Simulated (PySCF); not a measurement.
tin monoxide cation (OSn), SMILES [O]=[Sn] (connectivity only; charge and spin as stated), charge +1, multiplicity 2. Atoms are numbered in the order given.

```xyz
2

Sn     0.0000     0.0000    -0.2742
O      0.0000     0.0000     1.7136
```
Charge +1, spin multiplicity 2.

Coordinates come from a B3LYP-D3(BJ)/def2-TZVP optimisation. The multiplicity is an assumed one; other spin states were not compared. The def2 effective core potentials stand for the cores of Sn; spin–orbit coupling is left out.

Calculation: PBE/def2-TZVPD run with PySCF.

Mulliken values depend strongly on the basis, most of all with diffuse functions as here. ESP charges are fitted to the potential on shells at 1.4 to 2.0 van der Waals radii. Atomic charges (e):

```json
[
 {"atom": "Sn1", "Mulliken": "1.25", "ESP fit": "(withheld)", "Mulliken spin": "-0.03"},
 {"atom": "O2", "Mulliken": "-0.25", "ESP fit": "(withheld)", "Mulliken spin": "1.03"}
]
```

Task: Complete the blanks. (An estimate is asked for; the answer gives what the named calculation found.)

Result: 
- Sn1, ESP fit: 1.15
- O2, ESP fit: -0.15
